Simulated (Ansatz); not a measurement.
Program: Ansatz. Geometries: PBE0-D4/def2-TZVP. ΔE: electronic, gas phase. CCSD(T)/CBS is the MP2 limit (def2-TZVPP, def2-QZVPP) plus CCSD(T) − MP2 in def2-TZVPP, frozen cores. Functionals use def2-TZVPP. B3LYP here is the variant with VWN-RPA as its local correlation; programs differ in this. One conformer a species, not always the lowest.

Consider the cleavage of the Si–Al bond: `C[CH2][AlH][SiH3]` + `[OH][AlH][CH2]F` → `F[CH2][AlH][O][SiH3]` + `C[CH2][AlH2]`.

```csv
level,ΔE (kJ/mol),difference from CCSD(T)/CBS
PBE-D4,-70.9,27.1
r2SCAN-D4,-92.4,5.6
PBE0-D4,-80.5,17.5
B3LYP-D4,-100.0,-2.0
ωB97X-V,-98.0,0.0
ωB97M-V,-102.7,-4.7
B2PLYP,-103.8,-5.8
PBE,-70.6,27.4
r2SCAN,-92.5,5.5
PBE0,-80.4,17.6
B3LYP,-99.4,-1.4
HF/def2-TZVPP,-128.8,-30.8
MP2/def2-TZVPP,-106.1,-8.1
SCS-MP2/def2-TZVPP,-111.5,-13.5
CCSD/def2-TZVPP,-101.5,-3.5
CCSD(T)/def2-TZVPP,-97.5,0.5
HF/def2-QZVPP,-131.6,-33.6
MP2/def2-QZVPP,-107.4,-9.4
SCS-MP2/def2-QZVPP,-112.6,-14.6
HF/CBS(def2),-131.9,-33.9
MP2/CBS(def2),-106.6,-8.6
CCSD/CBS(def2),-102.0,-4.0
CCSD(T)/CBS,-98.0,0
```

Largest T1 diagnostic among the species: 0.012.

In def2-TZVPP, CCSD(T) changes the Hartree–Fock value by +31.3 kJ/mol (the triples alone add +4.0 kJ/mol) and MP2 by +22.6 kJ/mol. From PBE to PBE0 (25 % exact exchange), in def2-TZVPP and without D4, ΔE moves by −9.7 kJ/mol.
